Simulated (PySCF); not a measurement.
# Sb⁺: ionisation energy

Sb⁺ [Kr] 4d10 5s2 5p2 (3P) → Sb²⁺ [Kr] 4d10 5s2 5p1 (2P), as a difference of total energies. All numbers are calculated (PySCF 2.14, scalar relativity by spin-free X2C-1e, in x2c-TZVPPall). Correlated levels: valence and next inner shell: [Ar] 3d10 frozen. The calculations carry no spin-orbit coupling.

Question: Order these methods by the ionisation energy they give, lowest first.
A. UHF
B. CCSD(T) (valence and next inner shell)
C. CCSD (valence and next inner shell)
D. MP2 (valence and next inner shell)

Answer: A (16.010 eV), C (16.449 eV), B (16.471 eV), D (16.492 eV).

The reference lies between the lowest fine-structure levels, while these numbers refer to the centres of the terms.

Errors of the correlated levels include the incompleteness of this basis and the frozen core.

For comparison: 16.626 ± 0.025 eV (measured; NIST Atomic Spectra Database, ionization energies).
